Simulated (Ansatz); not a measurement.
`C[SiH2]N[SiH2]O`, charge 0, multiplicity 1.

Give a relaxed structure at PBE0-D4/def2-TZVP (Ansatz). (Best estimate.)

The calculation gave: 
Z-matrix (Å, degrees):
```
C
Si 1 1.867
H 1 1.093 2 111.0
H 1 1.093 2 110.5 3 -119.3
H 1 1.092 2 111.2 3 120.4
N 2 1.731 1 112.0 3 -60.0
H 2 1.491 1 108.1 3 62.7
H 2 1.486 1 110.7 3 -178.4
Si 6 1.718 2 129.5 1 -124.8
H 6 1.012 2 115.4 1 56.4
O 9 1.647 6 114.1 2 110.9
H 9 1.481 6 110.9 2 -133.4
H 9 1.485 6 105.8 2 -11.5
H 11 0.958 9 117.3 6 -61.2
```
This is one stationary point; other conformers may exist.
